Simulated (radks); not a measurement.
The numbers below are computed, except where a source is named.
Trend from Zn2+ to Hg2+: ionisation energy by Delta-SCF between NIST ground configurations, and size. Code: a radial shooting solver on a logarithmic mesh with Libxc functionals. Model: scalar-relativistic Kohn-Sham, SCAN, spin-polarised, spherical densities, finite nucleus; open shells are filled with parallel spins first (spin-orbit coupling, left out, can overturn this in heavy ions); meta-GGA in the generalised Kohn-Sham scheme; Fermi nuclear charge, rms radius of each element as measured or else 0.836 A^(1/3) + 0.57 fm.

species,configuration,configuration of the ion,IE (eV),NIST (eV),kind,-e(HOMO) (eV),r at 0.001 e/bohr^3 (bohr)
Zn2+,[Ar] 3d10,[Ar] 3d9,40.368,39.723,exp.,31.046 (3d),2.86
Cd2+,[Kr] 4d10,[Kr] 4d9,38.045,37.47,exp.,30.726 (4d),3.22
Hg2+,[Xe] 4f14 5d10,[Xe] 4f14 5d9,35.548,34.49,exp.,29.030 (5d),3.43

Reference values: NIST Atomic Spectra Database (exp. = measured, semi-emp. = semi-empirical, theory = theoretical value adopted there). Open shells are spherical and high-spin; term and fine-structure splittings are not resolved. Spin-orbit splitting is averaged out at the scalar-relativistic level.
